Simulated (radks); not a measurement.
Valence configurations of the lead ion Pb+. All-electron calculation, scalar-relativistic Kohn-Sham, PBE, spin-polarised, spherical densities, finite nucleus; open shells are filled with parallel spins first (spin-orbit coupling, left out, can overturn this in heavy ions); Fermi nuclear charge, rms radius 5.5012 fm. Program: a radial shooting solver on a logarithmic mesh with Libxc functionals. Energies are relative to [Hg] 6p1; eigenvalues in eV for spin up.

| valence | E (eV) | moment (Bohr magnetons) | e(4f) | e(5d) | e(6p) | e(6s) |
|---|---|---|---|---|---|---|
| [Hg] 6p1 | 0.000 | 1 | -140.60 | -28.898 | -10.197 | -19.505 |
| [Xe] 4f14 5d10 6s1 6p2 | 8.137 | 3 | -142.28 | -30.649 | -11.463 | -21.136 |
| [Xe] 4f14 5d9 6s2 6p2 | 19.740 | 3 | -146.82 | -33.864 | -11.938 | -22.162 |
| [Xe] 4f14 5d10 6s1.5 6p1.5 | 4.198 | 2 | -141.47 | -29.804 | -10.868 | -20.356 |
| [Xe] 4f13 5d10 6s2 6p2 | 138.90 | 3 | -160.85 | -35.352 | -11.994 | -22.307 |
| [Xe] 4f12 5d10 6s2 6p3 | 295.21 | 5 | -181.75 | -41.969 | -13.668 | -24.982 |
| [Xe] 4f14 5d8 6s2 6p3 | 41.814 | 5 | -153.03 | -38.708 | -13.504 | -24.607 |
| [Xe] 4f14 5d9 6s1 6p3 | 27.880 | 5 | -148.34 | -35.426 | -13.013 | -23.577 |
| [Xe] 4f13.5 5d10 6s2 6p1.5 | 67.314 | 2 | -150.64 | -32.105 | -11.114 | -20.925 |

NIST lists [Hg] 6p1 as the ground configuration; this level of theory agrees among the configurations tried. The energies are those of spherical high-spin densities, not of single terms.
